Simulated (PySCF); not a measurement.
C₂H₄ClNSi, SMILES Cl[Si@H]1C=NC1.

Geometry optimised at PBE0-D3(BJ)/def2-SVP. The structure was generated by enumeration; whether it is a known compound was not checked.

Two levels are set side by side: PBE/def2-TZVP (PySCF) and PBE0/def2-TZVP (PySCF). Same geometry, gas phase. Differences are taken from unrounded values.

```tsv
quantity	PBE0	PBE	PBE minus PBE0
orbital gap (eV)	5.94	3.51	-2.43
highest occupied level (eV)	-7.19	-5.85	1.34
lowest empty level (eV)	-1.25	-2.34	-1.09
dipole moment (D)	0.86	0.75	-0.11
mean polarisability (bohr³)	63.7	66.1	2.3
```

Without exact exchange PBE keeps part of each electron's self-repulsion, which lifts occupied levels and narrows the gap. PBE's more diffuse valence density responds more strongly to a field. Differences between two approximate levels are no errors against the true value.

Rough cost on one machine, each run with all the roots and properties that it gave: PBE0 against PBE within a factor of 2.
